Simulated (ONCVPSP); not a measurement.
Transferability test, ONCV potential for platinum

ONCVPSP 4.0.1 input, shortened (lines: element, Z, core and valence counts, functional; n l f; lmax; l rc ep ncon nbas qcut; lloc lpopt rc5 dvloc0; l nproj debl; icmod fcfact rcfact), PBE, fully relativistic:

```
  Pt 78.00   11    3        4      upf
    1    0    2.00
    2    0    2.00
    2    1    6.00
    3    0    2.00
    3    1    6.00
    3    2   10.00
    4    0    2.00
    4    1    6.00
    4    2   10.00
    4    3   14.00
    5    0    2.00
    5    1    6.00
    5    2    9.00
    6    0    1.00
    2
    0    2.55    0.00    4    7    2.80
    1    1.70    0.00    5   10    7.30
    2    1.70    0.00    3    7   11.00
    4    5    1.35    2.00
    0    2    3.90
    1    2    0.90
    2    2    1.80
    3    3.75    1.10
```

Open shells are filled in proportion to 2j + 1.

In the p channel the program set the typed energies aside and used -1.910, 0.250 Ha (j = l + 1/2; the other j can differ).

Energies are relative to the spin-unpolarised reference configuration 5p6 5d9 6s1; without spin polarisation the order of configurations can differ from experiment. Not all tests gave a result: 1 of 4 tests not solved or not reliable.

```
valence configuration  charge  ΔE all-electron (eV)  error AE − PS (meV)
          5p6 5d9 6s0      +1                 9.211                  -11
          5p6 5d8 6s0      +2                29.192                 -1.9
          5p6 5d7 6s0      +3                61.406                  +13
```

Levels in the configuration 5p6 5d9 6s0:

```json
{"level": "5p j=3/2", "all-electron (eV)": "-60.254", "pseudo (eV)": "-60.196"}
{"level": "5p j=1/2", "all-electron (eV)": "-75.144", "pseudo (eV)": "-75.064"}
{"level": "5d j=5/2", "all-electron (eV)": "-13.781", "pseudo (eV)": "-13.777"}
{"level": "5d j=3/2", "all-electron (eV)": "-15.151", "pseudo (eV)": "-15.144"}
```

Note: ghosts flagged at negative energy: s at -6.5 eV; no localised positive-energy state flagged. A true bound ghost makes a file unfit for plane-wave use.
